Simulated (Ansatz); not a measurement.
C₃H₇B₂Cl (`CB1CB1CCl`), relaxed with RKS PBE0-D4/def2-TZVP in Ansatz 0.2.0 from a PBE-D4/def2-SVP geometry. The force threshold is 0.005 eV/Å; the program also tests the step.

Total charge 0; spin multiplicity 1.

Start:

```xyz
13

C     1.388   -1.488    1.098
B     0.444   -0.533    0.293
C    -0.381   -0.577   -1.129
B    -0.476    0.613   -0.242
C    -1.192    1.997   -0.368
Cl   -0.874    3.139    1.013
H     0.781   -2.101    1.799
H     2.068   -0.880    1.728
H     2.003   -2.183    0.490
H     0.185   -1.525   -0.834
H    -0.768   -0.855   -2.128
H    -0.886    2.525   -1.293
H    -2.292    1.869   -0.426
```

**Question.** How much energy does the relaxation release, and in how many steps? (An estimate is asked.)

**Answer.** Ansatz gave: 5.78 kJ/mol, in 29 steps, 3 of them rejected.

**Question.** Which bonds change most? (Best estimate.)

**Answer.** The calculation gave: C5–Cl6 from 1.820 to 1.795 Å; B2–B4 from 1.564 to 1.542 Å; C3–B4 from 1.487 to 1.466 Å; C3–H11 from 1.106 to 1.088 Å.

**Question.** Give the relaxed structure. (An estimate is asked.)

**Answer.** The calculation gave: 
```xyz
13

C     1.382   -1.466    1.092
B     0.432   -0.518    0.303
C    -0.438   -0.602   -1.075
B    -0.460    0.611   -0.253
C    -1.153    1.996   -0.392
Cl   -0.766    3.154    0.924
H     0.839   -2.327    1.495
H     1.822   -0.932    1.936
H     2.198   -1.855    0.476
H     0.138   -1.521   -0.767
H    -0.880   -0.921   -2.017
H    -0.873    2.488   -1.325
H    -2.240    1.893   -0.398
```
